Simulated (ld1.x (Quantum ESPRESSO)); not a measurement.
**tin, TM: configuration errors across variants**

* Element: Sn (Z = 50)
* Generator: ld1.x (Quantum ESPRESSO) 7.5
* Type: norm-conserving Troullier–Martins (Kleinman–Bylander form)
* Functional: PBE
* Relativity: scalar-relativistic
* Frozen core: [Kr]
* Valence charge: 14
* Reference configuration: 4d10 5s2 5p2
* Partial waves: 5s (bound): rc 2.15 bohr; 5p (bound): rc 1.80 bohr; 4d (bound): rc 1.65 bohr
* Local potential: all-electron potential smoothed inside 1.65 bohr (lloc = -2)
* Core correction: Bessel-smoothed model core inside 1.15 bohr

All-electron excitation energies from the reference (eV): (1) 4d10 5s2 5p1 6.875; (2) 4d10 5s2 5p0 20.827; (3) 4d10 5s1 5p0 51.798; (4) 4d10 5s0 5p0 92.924; (5) 4d10 5s1 5p2 14.524; (6) 4d10 5s0 5p4 14.186; (7) 4d9 5s2 5p3 24.466.

A true bound ghost makes a file unfit for plane-wave use even where its test errors are small: the radial tests pick states by their node count and pass the ghost by.

Errors AE − PS in meV (a dash: test not solved or not reliable):

| change | (1) | (2) | (3) | (4) | (5) | (6) | (7) | bound ghosts |
| --- | --- | --- | --- | --- | --- | --- | --- | --- |
| base | +1.3 | +2.7 | -1.9 | -80 | +6.0 | -0.5 | -55 | none |
| all radii but the core radius scaled by about 0.78 (s 1.66, p 1.40, d 1.28 bohr); local potential all-electron potential smoothed inside 1.28 bohr (lloc = -2) | +1.4 | -34 | -46 | -70 | +2.4 | -72 | +137 | p, s |
| all radii but the core radius scaled by about 0.93 (s 2.00, p 1.66, d 1.52 bohr); local potential all-electron potential smoothed inside 1.52 bohr (lloc = -2) | +4.2 | +24 | +73 | -70 | +10 | -6.6 | +281 | s |
| all radii but the core radius scaled by about 1.15 (s 2.48, p 2.08, d 1.90 bohr); local potential all-electron potential smoothed inside 1.90 bohr (lloc = -2) | 0.0 | -1.3 | -10 | -123 | -0.1 | -23 | -122 | none |
| all radii but the core radius scaled by about 1.35 (s 2.90, p 2.42, d 2.22 bohr); local potential all-electron potential smoothed inside 2.22 bohr (lloc = -2) | 0.0 | +2.9 | -31 | -311 | -16 | -90 | -23 | none |

(1) Give the same row for: all radii but the core radius scaled by about 1.25 (s 2.68, p 2.24, d 2.06 bohr); local potential all-electron potential smoothed inside 2.06 bohr (lloc = -2).

Results:

(1) -0.1, -0.1, -16, -189, -6.4, -51, -91; bound ghosts: none.
